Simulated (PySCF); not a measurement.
PySCF job for C₃H₄FNSi, SMILES F[Si@H]1C=CC=N1, TDA-PBE/def2-SVPD. The structure is a stationary point at ωB97X-D3(BJ)/def2-SVP. The structure was generated by enumeration; whether it is a known compound was not checked.

```python
import numpy as np
from pyscf import gto, scf, dft, tdscf

mol = gto.M(
    atom='''
    F     1.98116937    0.16646884   -0.66105977
    Si    0.76027485   -0.14305917    0.36217437
    C    -0.46685032    1.26688175    0.51716423
    C    -1.62817333    0.74093740    0.08967440
    C    -1.51973246   -0.69815598   -0.37317138
    N    -0.39228429   -1.29522901   -0.33543733
    H     1.35582161   -0.63429531    1.62518909
    H    -0.37947558    2.29196783    0.88392655
    H    -2.58944645    1.26632482    0.05639168
    H    -2.42674490   -1.21076424   -0.74035268
    ''',
    basis='def2-SVPD',
    charge=0,
    spin=0,
    max_memory=1600,
    verbose=4,
)
mf = dft.RKS(mol, xc='pbe').density_fit(auxbasis='def2-universal-jkfit')
mf.grids.level = 3
mf.conv_tol = 1e-9
mf.max_cycle = 100
mf.kernel()
mf.grids = dft.Grids(mol).set(level=1).build(with_non0tab=True)  # coarser grid for the response kernel
td = tdscf.TDA(mf)
td.singlet = True
td.nstates = 10
td.conv_tol = 1e-4
td.positive_eig_threshold = 1e-6
td.kernel(x0=td.get_init_guess(mf, 15))
td.analyze()
tt = tdscf.TDA(mf)
tt.singlet = False
tt.nstates = 4
tt.conv_tol = 1e-4
tt.positive_eig_threshold = 1e-6
tt.kernel(x0=tt.get_init_guess(mf, 9))
tt.analyze(verbose=3)
```

Log of the run:

```
PySCF version 2.14.0

[INPUT] verbose = 4
[INPUT] num. atoms = 10
[INPUT] num. electrons = 52
[INPUT] charge = 0
[INPUT] spin (= nelec alpha-beta = 2S) = 0
[INPUT] symmetry False subgroup None
[INPUT] Mole.unit = angstrom
[INPUT] Symbol           X                Y                Z      unit          X                Y                Z       unit  Magmom
[INPUT]  1 F      1.981169370000   0.166468840000  -0.661059770000 AA    3.743867515677   0.314580515874  -1.249221917268 Bohr   0.0
[INPUT]  2 Si     0.760274850000  -0.143059170000   0.362174370000 AA    1.436711245895  -0.270342650908   0.684410368637 Bohr   0.0
[INPUT]  3 C     -0.466850320000   1.266881750000   0.517164230000 AA   -0.882219245966   2.394059539710   0.977298756122 Bohr   0.0
[INPUT]  4 C     -1.628173330000   0.740937400000   0.089674400000 AA   -3.076801677021   1.400168761447   0.169460056385 Bohr   0.0
[INPUT]  5 C     -1.519732460000  -0.698155980000  -0.373171380000 AA   -2.871878132012  -1.319323594427  -0.705191705726 Bohr   0.0
[INPUT]  6 N     -0.392284290000  -1.295229010000  -0.335437330000 AA   -0.741309871069  -2.447628097492  -0.633884685655 Bohr   0.0
[INPUT]  7 H      1.355821610000  -0.634295310000   1.625189090000 AA    2.562131516667  -1.198644417996   3.071162280731 Bohr   0.0
[INPUT]  8 H     -0.379475580000   2.291967830000   0.883926550000 AA   -0.717104917160   4.331191485014   1.670379093732 Bohr   0.0
[INPUT]  9 H     -2.589446450000   1.266324820000   0.056391680000 AA   -4.893344604727   2.393007094539   0.106564830904 Bohr   0.0
[INPUT] 10 H     -2.426744900000  -1.210764240000  -0.740352680000 AA   -4.585883235185  -2.288012815017  -1.399063800788 Bohr   0.0

nuclear repulsion = 278.578181822458
number of shells = 67
number of NR pGTOs = 235
number of NR cGTOs = 159
basis = def2-SVPD
ecp = {}


[settings echo left out]
init E= -560.643163329681
  HOMO = -0.305632256359532  LUMO = -0.166784073460266  gap/eV = 3.77825
cycle= 1 E= -560.012508573327  delta_E= 0.631  |g|= 0.684  |ddm|= 5.34
  HOMO = -0.12992367152881  LUMO = -0.0780353231176156  gap/eV = 1.41195
cycle= 2 E= -559.633595265662  delta_E= 0.379  |g|= 1.51  |ddm|= 4.18
  HOMO = -0.23045892092753  LUMO = -0.112718718500548  gap/eV = 3.20387
cycle= 3 E= -560.093411852137  delta_E= -0.46  |g|= 0.276  |ddm|= 3.22
  HOMO = -0.225365974594669  LUMO = -0.126474493207156  gap/eV = 2.69097
cycle= 4 E= -560.112048928062  delta_E= -0.0186  |g|= 0.0931  |ddm|= 0.474
  HOMO = -0.233948287551678  LUMO = -0.1270800930644  gap/eV = 2.90803
cycle= 5 E= -560.113574609287  delta_E= -0.00153  |g|= 0.0523  |ddm|= 0.23
  HOMO = -0.229417398526219  LUMO = -0.124772351769848  gap/eV = 2.84754
cycle= 6 E= -560.114165373322  delta_E= -0.000591  |g|= 0.00968  |ddm|= 0.0998
  HOMO = -0.229776728604924  LUMO = -0.125092299759136  gap/eV = 2.84861
cycle= 7 E= -560.114183136447  delta_E= -1.78e-05  |g|= 0.00633  |ddm|= 0.0227
  HOMO = -0.229753279668491  LUMO = -0.125160724727503  gap/eV = 2.84611
cycle= 8 E= -560.114194013514  delta_E= -1.09e-05  |g|= 0.00106  |ddm|= 0.00826
  HOMO = -0.229710804050318  LUMO = -0.125099951468027  gap/eV = 2.84661
cycle= 9 E= -560.114194293658  delta_E= -2.8e-07  |g|= 0.00022  |ddm|= 0.00209
  HOMO = -0.229709452178287  LUMO = -0.125101334284491  gap/eV = 2.84653
cycle= 10 E= -560.11419430654  delta_E= -1.29e-08  |g|= 7.46e-05  |ddm|= 0.000488
  HOMO = -0.229725585838603  LUMO = -0.125110672310208  gap/eV = 2.84672
cycle= 11 E= -560.11419430682  delta_E= -2.8e-10  |g|= 7.1e-05  |ddm|= 0.000286
  HOMO = -0.229717565672858  LUMO = -0.125106156895508  gap/eV = 2.84662
cycle= 12 E= -560.114194308076  delta_E= -1.26e-09  |g|= 2.05e-06  |ddm|= 0.000154
  HOMO = -0.229717532399277  LUMO = -0.125106099390447  gap/eV = 2.84662
cycle= 13 E= -560.114194308073  delta_E= 3.18e-12  |g|= 1.22e-06  |ddm|= 5.81e-06
  HOMO = -0.229717425637047  LUMO = -0.125106208648532  gap/eV = 2.84662
Extra cycle  E= -560.114194308072  delta_E= 9.09e-13  |g|= 3.15e-06  |ddm|= 6.23e-06
converged SCF energy = -560.114194308072
tot grids = 42264
Overwritten attributes  positive_eig_threshold  of <class 'pyscf.tdscf.rks.TDA'>


******** <class 'pyscf.tdscf.rks.TDA'> for <class 'pyscf.df.df_jk.DFRKS'> ********
nstates = 10 singlet
deg_eia_thresh = 1.000e-03
wfnsym = None
conv_tol = 0.0001
eigh lindep = 1e-12
eigh level_shift = 0
eigh max_cycle = 100


Excitation energies (eV)
[3.04576781 4.71071425 4.93178335 5.90554724 5.97616488 6.35401624
 6.46060357 6.59745787 6.75714842 6.97724441]

** Singlet excitation energies and oscillator strengths **
Excited State   1:      3.04577 eV    407.07 nm  f=0.0007
      26 -> 27        0.70553
Excited State   2:      4.71071 eV    263.20 nm  f=0.0320
      24 -> 27        0.37216
      25 -> 27       -0.57155
Excited State   3:      4.93178 eV    251.40 nm  f=0.0326
      24 -> 27        0.59453
      25 -> 27        0.34688
Excited State   4:      5.90555 eV    209.95 nm  f=0.0064
      22 -> 27        0.17204
      23 -> 27        0.56437
      26 -> 28        0.37928
Excited State   5:      5.97616 eV    207.46 nm  f=0.0069
      22 -> 27       -0.12467
      23 -> 27       -0.35224
      26 -> 28        0.58939
Excited State   6:      6.35402 eV    195.13 nm  f=0.0195
      22 -> 27        0.14987
      25 -> 28        0.10915
      26 -> 29       -0.66521
      26 -> 30       -0.11076
Excited State   7:      6.46060 eV    191.91 nm  f=0.0163
      22 -> 27       -0.51421
      23 -> 27        0.12697
      25 -> 28       -0.40418
      26 -> 29       -0.19446
Excited State   8:      6.59746 eV    187.93 nm  f=0.0167
      21 -> 27        0.12193
      26 -> 30        0.68147
Excited State   9:      6.75715 eV    183.49 nm  f=0.0008
      21 -> 27        0.68873
      26 -> 30       -0.10801
Excited State  10:      6.97724 eV    177.70 nm  f=0.0099
      26 -> 31        0.69668

** Transition electric dipole moments (AU) **
state          X           Y           Z        Dip. S.      Osc.
  1         0.0624      0.0378     -0.0624      0.0092      0.0007
  2         0.0449      0.5174      0.0887      0.2776      0.0320
  3        -0.2763     -0.3095     -0.3127      0.2699      0.0326
  4         0.2007     -0.0526      0.0313      0.0440      0.0064
  5        -0.0401      0.2090     -0.0460      0.0474      0.0069
  6         0.1404     -0.3175     -0.0709      0.1255      0.0195
  7         0.3172     -0.0453     -0.0016      0.1027      0.0163
  8        -0.2988      0.0938     -0.0743      0.1036      0.0167
  9         0.0202     -0.0664     -0.0174      0.0051      0.0008
 10        -0.1411      0.1910      0.0350      0.0576      0.0099

** Transition velocity dipole moments (imaginary part, AU) **
state          X           Y           Z        Dip. S.      Osc.
  1         0.0011     -0.0064     -0.0017      0.0000      0.0003
  2        -0.0116     -0.0651      0.0018      0.0044      0.0168
  3        -0.0058      0.0263      0.0469      0.0029      0.0108
  4         0.0137      0.0130      0.0011      0.0004      0.0011
  5        -0.0016      0.0127      0.0159      0.0004      0.0013
  6         0.0479     -0.0368      0.0091      0.0037      0.0106
  7         0.0189     -0.0010      0.0029      0.0004      0.0010
  8        -0.0535      0.0161      0.0013      0.0031      0.0086
  9         0.0065      0.0040     -0.0304      0.0010      0.0026
 10        -0.0216      0.0570      0.0135      0.0039      0.0101

** Transition magnetic dipole moments (imaginary part, AU) **
state          X           Y           Z
  1        -0.4530      0.0025     -0.0129
  2        -0.3081     -0.4285      0.8277
  3         0.0294     -0.0285     -0.5644
  4        -0.3553      0.0088     -0.1193
  5        -0.5976      0.2761     -0.1408
  6        -0.2121      0.1393     -0.0808
  7        -0.1580      0.0241     -0.2001
  8        -0.4636      0.2134      0.0527
  9         0.5622      0.1947      0.2110
 10         0.0808      0.0247     -0.0168


******** <class 'pyscf.tdscf.rks.TDA'> for <class 'pyscf.df.df_jk.DFRKS'> ********
nstates = 4 triplet
deg_eia_thresh = 1.000e-03
wfnsym = None
conv_tol = 0.0001
eigh lindep = 1e-12
eigh level_shift = 0
eigh max_cycle = 100


Excitation energies (eV)
[2.5980559  3.03548287 4.38803903 5.19655849]

** Triplet excitation energies and oscillator strengths **
Excited State   1:      2.59806 eV    477.22 nm  f=0.0000
Excited State   2:      3.03548 eV    408.45 nm  f=0.0000
Excited State   3:      4.38804 eV    282.55 nm  f=0.0000
Excited State   4:      5.19656 eV    238.59 nm  f=0.0000
```

The run converged.
